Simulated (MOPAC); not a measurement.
Input for MOPAC: PM6 on FIPb (SMILES [F][Pb][I]), a point of a bond scan (R = 4.250 Å).

```
PM6 1SCF PRECISE CHARGE=0 THREADS=1
FIPb

Pb     0.54632348 1    -0.46465695 1     0.74031944 1
F      1.67669223 1    -1.49135570 1    -0.64500339 1
I     -1.96812652 1     1.69055689 1    -1.92396625 1
```

Program output:

```
*******************************************************************************
 **                                                                           **
 **                              MOPAC v23.2.5                                **
 **                                                                           **
 *******************************************************************************
 ** MOPAC's Digital Object Identifier: https://doi.org/10.5281/zenodo.6511958 **
 **                                                                           **
 ** Please cite the open-source release paper for use of this MOPAC version:  **
 ** J. E. Moussa and J. J. P. Stewart (2026)                                  **
 ** MOPAC: An open-source semiempirical molecular orbital program             **
 ** J. Open Source Softw., 11(119), 8025, https://doi.org/10.21105/joss.08025 **
 *******************************************************************************

                              PM6 CALCULATION RESULTS

 *******************************************************************************
 *  PM6        - The PM6 Hamiltonian to be used
 *
 *
 *
 *                 CHARGE ON SYSTEM = 0
 *
 *
 *
 *  PRECISE    - TIGHTER CRITERIA TO BE USED
 *  1SCF       - DO 1 SCF AND THEN STOP
 *  THREADS=1  - MULTI-THREADING NOT USED
 *  T=         - A TIME OF 172800.0 SECONDS REQUESTED
 *  DUMP=N     - RESTART FILE WRITTEN EVERY 7200.0 SECONDS REQUESTED
 *******************************************************************************
PM6 1SCF PRECISE CHARGE=0 THREADS=1
 FIPb

   ATOM   CHEMICAL          X               Y               Z
  NUMBER   SYMBOL      (ANGSTROMS)     (ANGSTROMS)     (ANGSTROMS)

     1      Pb          0.54632348  *  -0.46465695  *   0.74031944  *
     2       F          1.67669223  *  -1.49135570  *  -0.64500339  *
     3       I         -1.96812652  *   1.69055689  *  -1.92396625  *



          CARTESIAN COORDINATES

    NO.       ATOM           X           Y           Z

     1        Pb          0.5463     -0.4647      0.7403
     2         F          1.6767     -1.4914     -0.6450
     3         I         -1.9681      1.6906     -1.9240

 General Reference for PM6:
 "Optimization of Parameters for Semiempirical Methods V: Modification of NDDO Approximations
 and Application to 70 Elements", J. J. P. Stewart, J. Mol. Mod., 13, 1173-1213 (2007)
 URL: https://link.springer.com/article/10.1007/s00894-007-0233-4

           Empirical Formula: Pb F I  =     3 atoms



      MOLECULAR POINT GROUP   :   Cs


      RHF CALCULATION, NO. OF DOUBLY OCCUPIED LEVELS = 9


 -------------------------------------------------------------------------------
 PM6 1SCF PRECISE CHARGE=0 THREADS=1
 FIPb



     1SCF WAS SPECIFIED, SO BFGS WAS NOT USED
     SCF FIELD WAS ACHIEVED


                              PM6 CALCULATION
                                                       MOPAC v23.2.5 Linux




          FINAL HEAT OF FORMATION =         -1.48060 KCAL/MOL =      -6.19482 KJ/MOL


          COSMO AREA              =        136.35 SQUARE ANGSTROMS
          COSMO VOLUME            =        122.43 CUBIC ANGSTROMS

          IONIZATION POTENTIAL    =          8.202052 EV
          HOMO LUMO ENERGIES (EV) =         -8.202 -3.476
          NO. OF FILLED LEVELS    =          9
          MOLECULAR WEIGHT        =        353.1029         POINT GROUP:  Cs

          MOLECULAR DIMENSIONS (Angstroms)

            Atom       Atom       Distance
            I     3    F     2     5.00450
           Pb     1    I     3     1.72976
            I     3    F     2     0.00000


          SCF CALCULATIONS        =          1





   ATOM   CHEMICAL          X               Y               Z
  NUMBER   SYMBOL      (ANGSTROMS)     (ANGSTROMS)     (ANGSTROMS)

     1      Pb          0.54632348  *  -0.46465695  *   0.74031944  *
     2       F          1.67669223  *  -1.49135570  *  -0.64500339  *
     3       I         -1.96812652  *   1.69055689  *  -1.92396625  *

                             CARTESIAN COORDINATES

   1   Pb        0.546323480    -0.464656950     0.740319440
   2    F        1.676692230    -1.491355700    -0.645003390
   3    I       -1.968126520     1.690556890    -1.923966250


           Empirical Formula: Pb F I  =     3 atoms



      MOLECULAR POINT GROUP   :   Cs


                  EIGENVALUES
 -36.67438 -20.14222 -17.68439 -13.58261 -13.35519 -12.58359  -8.27315  -8.22888
  -8.20205  -3.47577  -3.09501  -1.95364 117.20799 117.31362 117.33370 117.69770
 117.69798


              NET ATOMIC CHARGES AND DIPOLE CONTRIBUTIONS

  ATOM NO.   TYPE          CHARGE      No. of ELECS.   s-Pop       p-Pop       d-Pop
    1         Pb           1.166682        2.8333     1.96613     0.86719
    2          F          -0.647080        7.6471     1.95133     5.69575
    3          I          -0.519602        7.5196     1.99824     5.52120     0.00017
 DIPOLE           X         Y         Z       TOTAL
 POINT-CHG.     2.762    -2.188    10.955    11.508
 HYBRID         0.589    -0.556    -1.630     1.820
 SUM            3.351    -2.743     9.325    10.282


          ATOMIC ORBITAL ELECTRON POPULATIONS

     Atom    s        px        py        pz      x^2-y^2     xz        z^2       yz        xy
    1 Pb   1.96613   0.25311   0.21423   0.39985
    2  F   1.95133   1.89385   1.89704   1.90486
    3  I   1.99824   1.82153   1.86515   1.83452   0.00001   0.00006   0.00002   0.00005   0.00004

 **********************
 *                    *
 * JOB ENDED NORMALLY *
 *                    *
 **********************




 == MOPAC DONE ==
```

The run finished.

Cost: about 0.03 core-seconds (a rough figure).
